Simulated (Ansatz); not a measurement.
```yaml
crystal:
  periodic: [false, false, false]
  atoms:
    - {symbol: B, position_ang: [-0.256084, 1.908193, 0.050526]}
    - {symbol: O, position_ang: [-0.049669, 0.608190, -0.119954]}
    - {symbol: Al, position_ang: [0.121092, -1.040104, -0.348926]}
    - {symbol: O, position_ang: [0.254224, -2.021216, 0.989536]}
    - {symbol: F, position_ang: [0.260977, -1.626983, -1.841205]}
    - {symbol: H, position_ang: [-1.334019, 2.353411, 0.115065]}
    - {symbol: H, position_ang: [0.707404, 2.649444, 0.087535]}
    - {symbol: H, position_ang: [0.365276, -2.947005, 1.013759]}
basis:
  gaussian: {orbitals: def2-SVP}
magnetization: {spin_polarized: true, initial_magnetization: 8}
hamiltonian: {xc: {name: r2SCAN50}, dispersion: d4}
output: {forces: true}
```

```sh
$ ansatz run in.yaml --threads 2 --pin off --events-out ev --progress --plain --max-ram 4352MiB
```

Shortened log:

```
Functional definition: r2SCAN50
838 factors; integrals over basis functions are off by at most 1.2e-3 eV
mean field evaluation 1: about -14084.2383 eV, gradient 3.3e1 eV
mean field evaluation 2: about -14028.1138 eV, gradient 9.9e1 eV
mean field evaluation 4: about -14091.2310 eV, gradient 1.2e1 eV
mean field evaluation 8: about -14093.0615 eV, gradient 9.2e0 eV
mean field evaluation 16: about -14093.9093 eV, gradient 3.8e-1 eV
mean field evaluation 32: about -14093.9114 eV, gradient 2.4e-5 eV
mean field -14093.91135589 eV, -517.9416891327 hartree, gradient 6.7e-6 eV, S^2 20.020174; 6 other end points of the search recorded, 0 dependent functions left out
reference -14093.91136577 eV, -517.9416894960 hartree; 27, 19 occupied and 62, 70 virtual orbitals, 838 factors
Total energy: -14093.95348126 eV, -517.9432372115 hartree
Atom 0 at    -0.256084     1.908193     0.050526 Å, force     0.061007     2.275465     0.630573 eV/Å
Atom 1 at    -0.049669     0.608190    -0.119954 Å, force     0.067255     1.954076     1.437723 eV/Å
Atom 2 at     0.121092    -1.040104    -0.348926 Å, force    -0.464797     0.563302     1.524853 eV/Å
Atom 3 at     0.254224    -2.021216     0.989536 Å, force    -0.287442     2.555527     5.786776 eV/Å
Atom 4 at     0.260977    -1.626983    -1.841205 Å, force     0.893195    -4.396286    -9.404662 eV/Å
Atom 5 at    -1.334019     2.353411     0.115065 Å, force    -1.281603     1.639617     0.093746 eV/Å
Atom 6 at     0.707404     2.649444     0.087535 Å, force     0.305762     1.326378     0.016436 eV/Å
Atom 7 at     0.365276    -2.947005     1.013759 Å, force     0.706623    -5.918078    -0.085444 eV/Å
Dipole moment:    -0.066515     0.804157    -0.032994 e Å
```

(1) What is wrong with this run?

Results:

(1) The spin is set far too high for this molecule. The run converged. The result belongs to that input, not to the molecule as meant.
